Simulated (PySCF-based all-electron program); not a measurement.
Results of a calculation; reference values are marked as such.
**GaCl₃, singlet: all-electron forces**

Method: all-electron DFT (in-house code on PySCF), basis-limit composite values; Koelling–Harmon scalar relativity, no spin–orbit coupling, spin-restricted. Forces are good to about 0.007 eV/Å. Atoms are numbered as listed.

Shape A:

```
atom    x (Å)    y (Å)   z (Å)
  Ga   0.0000   0.0000  0.0000
  Cl   2.1240   0.0000  0.0000
  Cl  -1.0620   1.8394  0.0000
  Cl  -1.0620  -1.8394  0.0000
```

PBE forces:

```json
{"atom": "Ga1", "Fx": "0.000", "Fy": "0.000", "Fz (eV/Å)": "0.000"}
{"atom": "Cl2", "Fx": "-0.039", "Fy": "0.000", "Fz (eV/Å)": "0.000"}
{"atom": "Cl3", "Fx": "0.019", "Fy": "-0.034", "Fz (eV/Å)": "0.000"}
{"atom": "Cl4", "Fx": "0.019", "Fy": "0.034", "Fz (eV/Å)": "0.000"}
```

(1) What forces does r2SCAN give in shape A?

Shape B:

```json
{"atom": "Ga", "x (Å)": "0.0000", "y (Å)": "0.0000", "z (Å)": "0.0000"}
{"atom": "Cl", "x (Å)": "2.3364", "y (Å)": "0.0000", "z (Å)": "0.0000"}
{"atom": "Cl", "x (Å)": "-1.0620", "y (Å)": "1.8394", "z (Å)": "0.0000"}
{"atom": "Cl", "x (Å)": "-1.0620", "y (Å)": "-1.8394", "z (Å)": "0.0000"}
```

Against shape A, Ga1–Cl2 goes from 2.124 to 2.336 Å.

PBE forces:

| atom | Fx | Fy | Fz (eV/Å) |
| --- | --- | --- | --- |
| Ga1 | 1.817 | 0.000 | 0.000 |
| Cl2 | -2.080 | 0.000 | 0.000 |
| Cl3 | 0.132 | -0.077 | 0.000 |
| Cl4 | 0.132 | 0.077 | 0.000 |

(2) What forces does r2SCAN give in shape B?

Shape C:

| atom | x (Å) | y (Å) | z (Å) |
| --- | --- | --- | --- |
| Ga | 0.0000 | 0.0000 | 0.0000 |
| Cl | 1.9116 | 0.0000 | 0.0000 |
| Cl | -1.0620 | 1.8394 | 0.0000 |
| Cl | -1.0620 | -1.8394 | 0.0000 |

Against shape A, Ga1–Cl2 goes from 2.124 to 1.912 Å.

PBE forces:

```tsv
atom	Fx	Fy	Fz (eV/Å)
Ga1	-5.013	0.000	0.000
Cl2	5.313	0.000	0.000
Cl3	-0.150	0.051	0.000
Cl4	-0.150	-0.051	0.000
```

(3) What forces does r2SCAN give in shape C?

Answers

(1) The forces move by 0.315 eV/Å (r.m.s. over the atoms) from PBE.

| atom | Fx | Fy | Fz (eV/Å) |
| --- | --- | --- | --- |
| Ga1 | 0.000 | 0.000 | 0.000 |
| Cl2 | -0.402 | 0.000 | 0.000 |
| Cl3 | 0.201 | -0.348 | 0.000 |
| Cl4 | 0.201 | 0.348 | 0.000 |

(2) The forces move by 0.319 eV/Å (r.m.s. over the atoms) from PBE.

```tsv
atom	Fx	Fy	Fz (eV/Å)
Ga1	1.779	0.000	0.000
Cl2	-2.428	0.000	0.000
Cl3	0.325	-0.402	0.000
Cl4	0.325	0.402	0.000
```

(3) The forces move by 0.300 eV/Å (r.m.s. over the atoms) from PBE.

| atom | Fx | Fy | Fz (eV/Å) |
| --- | --- | --- | --- |
| Ga1 | -5.005 | 0.000 | 0.000 |
| Cl2 | 4.969 | 0.000 | 0.000 |
| Cl3 | 0.018 | -0.252 | 0.000 |
| Cl4 | 0.018 | 0.252 | 0.000 |
